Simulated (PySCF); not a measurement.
Computed shifts of a molecule C2H10Si2, HF/pcSseg-1 in PySCF, GIAO, gas phase, atoms alike by connectivity averaged where their shifts nearly agree, in ppm (number of nuclei): ¹³C: 13.4 (1), 2.5 (1). ²⁹Si: -55.9 (1), -94.4 (1). ¹H: 3.91 (1), 3.82 (1), 3.59 (3), 1.37 (3), 1.07 (1), 0.66 (1). References: ¹³C against TMS (σ = 192.6 ppm); ²⁹Si against TMS (σ = 393.8 ppm); ¹H against TMS (σ = 31.99 ppm), references at their B3LYP-D3(BJ)/def2-TZVP geometries, non-relativistic. Coordinates come from a ωB97X-D3(BJ)/def2-SVP optimisation. The values are those of a single conformer.

Problem. Which structure fits?
A) C[SiH2][SiH2]C
B) [SiH3]CC[SiH3]
C) CC[SiH2][SiH3]
D) C[SiH](C)[SiH3]

Solution. C, CC[SiH2][SiH3]
